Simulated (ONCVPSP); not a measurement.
Mg (Z = 12), ONCV: configuration errors across variants

- Element: Mg
- Generator: ONCVPSP 4.0.1
- Type: optimised norm-conserving Vanderbilt (ONCV)
- Functional: PBE
- Relativity: scalar-relativistic
- Frozen core: [Ne]
- Valence charge: 2
- Reference configuration: 3s1 3p1
- Partial waves: 3s: rc 1.95 bohr, ncon 4, nbas 8, qcut 2.8 1/bohr, 2 projectors, debl 1.3 Ha; 3p: rc 3.05 bohr, ncon 4, nbas 8, qcut 2.7 1/bohr, 2 projectors, debl 2.4 Ha; d scattering state at 0.07 Ha: rc 2.95 bohr, ncon 5, nbas 9, qcut 3.3 1/bohr, 1 projector
- Local potential: polynomial inside 1.40 bohr (lpopt 3, dvloc0 0 Ha)
- Core correction: none

All-electron excitation energies from the reference (eV): (1) 3s2 3p0 -3.491; (2) 3s1 3p0 4.469; (3) 3s1.5 3p0 -0.347; (4) 3s0 3p1 8.836.

1 further variants failed, have other tests or too few solved ones, and are left out.

Errors AE − PS in meV (a dash: test not solved or not reliable):

```csv
change,(1),(2),(3),(4),bound ghosts,GHOST(+) flags above zero
base,+15,-6.9,+3.8,+59,none,s
"d: ncon 3, nbas 7",+15,-6.9,+3.8,+59,none,s
"local potential polynomial inside 1.25 bohr (lpopt 1, dvloc0 0 Ha)",+15,-6.9,+3.8,+59,none,none
d: rc 2.86,+15,-6.9,+3.8,+59,none,s
```

(1) Give the same row for: p: rc 4.4.

Answers

(1) +16, -8.5, +3.8, +61; bound ghosts: none; GHOST(+) flags above zero: s.
